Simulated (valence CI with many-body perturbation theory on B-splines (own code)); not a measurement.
**E1 line list for Co²⁰⁺**

Level of theory: configuration interaction combined with many-body perturbation theory (CI+MBPT): five valence electrons over a frozen Dirac-Fock core [He], radial functions for each j: 9 s, 9 p, 8 d, 6 f, 3 g, 1 h, with the one-electron correlation potential Σ1, the two-electron term Σ2, the three-electron term Σ3, Breit, model QED; selected CI, second order for the rest (own B-spline code, finite nucleus).

No measured levels were compared; by estimate levels of excited configurations hold to 0.05 to 0.15 % of their energy, terms of the ground configuration to about 0.5 %. Among the levels kept, up to 2100 cm⁻¹ of a level comes from second order outside the variational space, and about a tenth of that is noise between levels of different J, which matters for small intervals.

Lines 201 to 250 of 277 in falling wavelength, among levels below 79.869 Ry, chosen from the strongest by gf and those to the six lowest levels. Wavelengths and rates use the calculated energies, so an error of 700 cm⁻¹ moves a line at 12.13 Å by 0.0085 % and its rate by three times that or more. Electric multipoles are in the length gauge, E1 and E2 with the static RPA response of the core. Weak lines are less certain than strong ones. Lines between different terms over intervals too small for the method are left out, as are lines whose strength nearly cancels. Where a level lies close to another of its J and parity, the split of strength between their lines is uncertain. The highest levels of a list are the least certain.

Names give the largest LS component (configuration and term), which can be under half, so a name can repeat, a term be missing and a line seem to break the LS rules; names also repeat where a configuration has a term twice. Letters in brackets count levels of one name in rising energy.

```tsv
λ vac (Å)	Upper	Lower	A (s⁻¹)	S (a.u.) with core polarisation	S without
12.13	2s²2p²3d ⁴F_5/2 [b]	2s²2p³ ²D°_5/2	5.82e+10	3.08e-04	3.08e-04
12.12	2s²2p²3d ²P_1/2 [a]	2s²2p³ ²P°_1/2	6.44e+12	1.13e-02	1.13e-02
12.09	2s²2p²3d ⁴D_3/2	2s²2p³ ²D°_5/2	1.58e+11	5.53e-04	5.54e-04
12.09	2s²2p²3d ²F_5/2	2s²2p³ ²D°_5/2	7.12e+11	3.72e-03	3.73e-03
12.08	2s²2p²3d ²P_3/2 [a]	2s²2p³ ²D°_3/2	4.68e+11	1.63e-03	1.63e-03
12.08	2s²2p²3d ²D_3/2 [a]	2s²2p³ ²P°_1/2	1.22e+13	4.22e-02	4.23e-02
12.07	2s²2p²3d ⁴F_5/2 [b]	2s²2p³ ²D°_3/2	1.83e+11	9.50e-04	9.51e-04
12.07	2s²2p²3d ⁴D_1/2	2s²2p³ ²D°_3/2	3.77e+11	6.54e-04	6.55e-04
12.07	2s²2p²3d ²D_3/2 [b]	2s²2p³ ²P°_3/2	5.13e+11	1.78e-03	1.78e-03
12.06	2s²2p²3d ²D_5/2 [b]	2s²2p³ ²P°_3/2	9.99e+11	5.19e-03	5.20e-03
12.04	2s²2p²3d ²P_1/2 [b]	2s²2p³ ²P°_3/2	5.03e+10	8.67e-05	8.70e-05
12.04	2s2p³3p ⁶P_3/2	2s²2p³ ²P°_1/2	1.50e+10	5.15e-05	5.16e-05
12.03	2s²2p²3d ⁴P_5/2	2s²2p³ ²D°_5/2	3.16e+12	1.63e-02	1.63e-02
12.03	2s²2p²3d ⁴D_3/2	2s²2p³ ²D°_3/2	5.46e+12	1.87e-02	1.88e-02
12.02	2s²2p²3d ²F_5/2	2s²2p³ ²D°_3/2	3.78e+12	1.94e-02	1.95e-02
12.02	2s2p³3p ⁴P_3/2	2s²2p³ ²P°_3/2	1.83e+10	6.28e-05	6.27e-05
12.01	2s2p³3p ⁴P_5/2	2s²2p³ ²P°_3/2	1.91e+11	9.81e-04	9.83e-04
12.01	2s²2p²3d ⁴P_3/2	2s²2p³ ²D°_5/2	1.26e+12	4.31e-03	4.32e-03
12.00	2s²2p²3d ⁴F_3/2	2s²2p³ ⁴S°_3/2	1.14e+12	3.88e-03	3.89e-03
11.99	2s²2p²3d ²S_1/2	2s²2p³ ²P°_3/2	1.05e+13	1.78e-02	1.78e-02
11.98	2s²2p²3d ²P_3/2 [b]	2s²2p³ ²P°_3/2	1.78e+13	6.05e-02	6.06e-02
11.98	2s²2p²3d ²D_5/2 [c]	2s²2p³ ²P°_3/2	1.94e+13	9.88e-02	9.89e-02
11.98	2s²2p²3d ²F_7/2 [b]	2s²2p³ ²D°_5/2	1.06e+13	7.19e-02	7.20e-02
11.97	2s²2p²3d ⁴P_5/2	2s²2p³ ²D°_3/2	3.34e+10	1.70e-04	1.70e-04
11.96	2s²2p²3d ⁴F_5/2 [a]	2s²2p³ ⁴S°_3/2	4.15e+12	2.10e-02	2.11e-02
11.95	2s²2p²3d ²D_3/2 [b]	2s²2p³ ²P°_1/2	2.67e+12	8.99e-03	9.00e-03
11.95	2s²2p²3d ⁴P_3/2	2s²2p³ ²D°_3/2	4.25e+10	1.43e-04	1.43e-04
11.95	2s²2p²3d ²D_5/2 [a]	2s²2p³ ²D°_5/2	5.30e+12	2.68e-02	2.68e-02
11.95	2s²2p²3d ²D_3/2 [a]	2s²2p³ ²D°_5/2	1.15e+12	3.88e-03	3.89e-03
11.94	2s²2p²3d ⁴P_1/2	2s²2p³ ²D°_3/2	9.47e+10	1.59e-04	1.59e-04
11.93	2s²2p²3d ²P_1/2 [a]	2s²2p³ ²D°_3/2	3.08e+10	5.17e-05	5.17e-05
11.93	2s²2p²3d ²P_1/2 [b]	2s²2p³ ²P°_1/2	7.12e+12	1.19e-02	1.19e-02
11.91	2s2p³3p ⁶P_3/2	2s²2p³ ²D°_5/2	1.13e+10	3.77e-05	3.77e-05
11.90	2s2p³3p ⁶P_5/2	2s²2p³ ²D°_5/2	7.89e+09	3.94e-05	3.94e-05
11.89	2s²2p²3d ²D_5/2 [a]	2s²2p³ ²D°_3/2	2.08e+13	1.04e-01	1.04e-01
11.88	2s²2p²3d ²D_3/2 [a]	2s²2p³ ²D°_3/2	1.33e+10	4.41e-05	4.42e-05
11.88	2s²2p²3d ²F_7/2 [c]	2s²2p³ ²D°_5/2	2.44e+12	1.61e-02	1.61e-02
11.88	2s²2p²3d ²S_1/2	2s²2p³ ²P°_1/2	1.02e+12	1.69e-03	1.69e-03
11.87	2s²2p²3d ²P_3/2 [a]	2s²2p³ ⁴S°_3/2	2.70e+12	8.92e-03	8.93e-03
11.87	2s2p³3p ⁶P_7/2	2s²2p³ ²D°_5/2	2.14e+11	1.41e-03	1.42e-03
11.87	2s²2p²3d ²P_3/2 [b]	2s²2p³ ²P°_1/2	1.73e+12	5.70e-03	5.71e-03
11.86	2s²2p²3d ⁴F_5/2 [b]	2s²2p³ ⁴S°_3/2	3.55e+12	1.75e-02	1.76e-02
11.86	2s²2p²3d ⁴D_1/2	2s²2p³ ⁴S°_3/2	8.26e+11	1.36e-03	1.36e-03
11.85	2s2p³3p ⁶P_3/2	2s²2p³ ²D°_3/2	2.63e+10	8.62e-05	8.62e-05
11.84	2s2p³3p ⁶P_5/2	2s²2p³ ²D°_3/2	2.43e+11	1.19e-03	1.19e-03
11.83	2s²2p²3d ²D_3/2 [b]	2s²2p³ ²D°_5/2	3.49e+12	1.14e-02	1.14e-02
11.82	2s²2p²3d ²D_5/2 [b]	2s²2p³ ²D°_5/2	1.26e+13	6.16e-02	6.17e-02
11.82	2s²2p²3d ⁴D_3/2	2s²2p³ ⁴S°_3/2	6.83e+11	2.22e-03	2.23e-03
11.81	2s²2p²3d ²F_5/2	2s²2p³ ⁴S°_3/2	6.51e+12	3.18e-02	3.18e-02
11.79	2s²2p²3d ²F_7/2 [d]	2s²2p³ ²D°_5/2	2.90e+13	1.88e-01	1.88e-01
```
